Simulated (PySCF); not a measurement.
Computed shifts of a molecule C₃H₈Si, PySCF with B3LYP/pcSseg-1, GIAO, gas phase, atoms alike by connectivity averaged where their shifts nearly agree, in ppm (number of nuclei): ²⁹Si: -36.6 (1). ¹³C: 146.3 (1), 145.9 (1), -2.6 (1). ¹H: 6.56 (1), 6.45 (2), 4.62 (1), 4.37 (1), 0.56 (3). References: ²⁹Si against TMS (σ = 338.7 ppm); ¹³C against TMS (σ = 181.3 ppm); ¹H against TMS (σ = 31.68 ppm), references at their B3LYP-D3(BJ)/def2-TZVP geometries, non-relativistic. The structure is a stationary point at B3LYP-D3(BJ)/def2-SVP. Other conformers were not sampled.

Task: Identify the compound among the candidates.
(A) C1C[SiH2]C1
(B) [SiH3]C1CC1
(C) C=C[SiH2]C
(D) C/C=C\[SiH3]

Result: C, C=C[SiH2]C
